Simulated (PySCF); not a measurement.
NbF₆, SMILES [F][Nb-]([F])([F])([F])([F])[F], charge -1, multiplicity 1. Atoms are numbered in the order given.

```xyz
7

Nb     0.0000     0.0000     0.0000
F      0.0000     1.9083     0.0000
F      0.0000    -1.9083     0.0000
F      0.0000     0.0000    -1.9083
F      1.9083     0.0000     0.0000
F     -1.9083     0.0000     0.0000
F      0.0000     0.0000     1.9083
```
Charge -1, spin multiplicity 1.

Geometry: ωB97X-D3(BJ)/def2-SVPD. The spin state was assumed, not searched. The isomer is the one that the SMILES or the coordinates give; other isomers of the formula were not compared. The def2 effective core potentials stand for the cores of Nb; spin–orbit coupling is left out.

Method: PBE0/def2-SVPD run with PySCF.

Mulliken values depend strongly on the basis, most of all with diffuse functions as here. ESP charges are fitted to the potential on shells at 1.4 to 2.0 van der Waals radii. Atomic charges (e):

```
atom  Mulliken  ESP fit
----  --------  -------
Nb1       3.38     1.73
F2       -0.73    -0.45
F3       -0.73    -0.45
F4       -0.73    -0.45
F5       -0.73    -0.45
F6       -0.73    -0.45
F7       -0.73    -0.45
```
